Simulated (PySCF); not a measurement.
## Calculated data, Al₂BH₃N, AlB₃H₅

All values are calculated (PySCF 2.14.0). Calculation on a computer-drawn molecule: the log of a Hartree-Fock and frozen-core CCSD(T) single point meant for a local Hartree-Fock minimum, with one planted fault or none, to be diagnosed. Offsets are logged minus clean, where the clean run is the same molecule without the fault. The reference is restricted for singlets and unrestricted otherwise, and also for a bond in bohr or an excited solution. Adding or removing an electron swaps singlet and doublet. The excited solution moves the top pair (singlet) or top alpha electron (doublet) to the lowest empty orbital. Highest occupied and lowest empty are orbital energies over both spins, largest force is the largest gradient component, triples share is (T) over the correlation energy, the T1 limit is 0.02 restricted and 0.045 unrestricted, electrons count all cores, a negative frequency is imaginary (commonest isotopes), and the dipole is about the centre of nuclear charge.

Common to all runs: meant charge 0; meant multiplicity 2; meant basis cc-pV(D+d)Z; logged SCF converged yes; logged CC converged yes; logged SCF stable within its kind yes; possible faults no fault, one electron removed, one electron added, multiplicity raised by two, geometry at a saddle point, SCF held on an excited solution, minimal basis STO-3G, one bond length entered in bohr, all coordinates scaled.

(1) Al₂BH₃N

Logged structure:
```xyz
7
Al2BH3N
B      3.3221     1.2857    -0.9334
Al     1.3114     0.8186    -1.1937
N     -0.2935     0.5142    -1.2723
Al    -2.0017     0.1637    -1.4021
H      5.4000     1.1766    -1.7771
H     -2.6192    -1.1855    -0.8291
H     -3.0078     1.1804    -2.0978
```

```
logged electrons                     : 41
logged basis functions               : 89
logged spin squared                  : 1.3574
logged highest occupied              : -9.1586 eV
logged lowest empty                  : -0.61874 eV
logged largest force                 : 0.039484 hartree/bohr
logged T1 diagnostic                 : 0.072663
logged D1 diagnostic                 : 0.2869
logged triples share                 : 0.04717
logged dipole magnitude              : 4.697 debye
logged energy HF                     : -564.5052 hartree
logged energy CCSD(T)                : -564.90953 hartree
planted fault                        : one bond length entered in bohr, row 4 of the drawn bonds
HF energy offset from clean run      : 78.36 kcal/mol
CCSD(T) energy offset from clean run : 74.64 kcal/mol
```

Drawn bonds:
```tsv
atom	other atom	order
1	2	1
2	3	2
3	4	1
1	5	1
4	6	1
4	7	1
```

Notes: T1 above single-reference limit.

(2) Al₂BH₃N

Logged structure:
```xyz
7
Al2BH3N
B      3.3221     1.2857    -0.9334
Al     1.3114     0.8186    -1.1937
N     -0.2935     0.5142    -1.2723
Al    -2.0017     0.1637    -1.4021
H      4.4217     1.2280    -1.3798
H     -2.6192    -1.1855    -0.8291
H     -3.0078     1.1804    -2.0978
```

```
logged electrons                     : 41
logged basis functions               : 31
logged spin squared                  : 0.763
logged highest occupied              : -4.0776 eV
logged lowest empty                  : 5.9478 eV
logged largest force                 : 0.041946 hartree/bohr
logged T1 diagnostic                 : 0.046142
logged D1 diagnostic                 : 0.20197
logged triples share                 : 0.06925
logged dipole magnitude              : 3.7704 debye
logged energy HF                     : -557.70503 hartree
logged energy CCSD(T)                : -557.91999 hartree
planted fault                        : minimal basis STO-3G
HF energy offset from clean run      : 4346 kcal/mol
CCSD(T) energy offset from clean run : 4461 kcal/mol
```

Drawn bonds:
```tsv
atom	other atom	order
1	2	1
2	3	2
3	4	1
1	5	1
4	6	1
4	7	1
```

Notes: T1 above single-reference limit.

(3) AlB₃H₅

Logged structure:
```xyz
9
AlB3H5
B      3.0080    -0.5420    -2.1396
B      2.0032    -0.9891    -1.0554
B      0.4855    -1.6575    -0.9901
Al     2.8943    -0.5965     0.8654
H      3.8342    -0.1758    -2.9022
H     -0.4982    -0.9672    -0.9390
H      0.3296    -2.8494    -0.9453
H      2.6428     0.7831     1.5987
H      3.7752    -1.6976     1.5836
```

```
logged electrons                     : 33
logged basis functions               : 90
logged spin squared                  : 3.7915
logged highest occupied              : -6.3205 eV
logged lowest empty                  : -1.263 eV
logged largest force                 : 0.045016 hartree/bohr
logged T1 diagnostic                 : 0.033859
logged D1 diagnostic                 : 0.16253
logged triples share                 : 0.032125
logged dipole magnitude              : 0.25226 debye
logged energy HF                     : -318.6666 hartree
logged energy CCSD(T)                : -319.01787 hartree
planted fault                        : multiplicity raised by two
HF energy offset from clean run      : 65.66 kcal/mol
CCSD(T) energy offset from clean run : 73.33 kcal/mol
```

Drawn bonds:
```tsv
atom	other atom	order
1	2	1
2	3	1
2	4	1
1	5	1
3	6	1
3	7	1
4	8	1
4	9	1
```
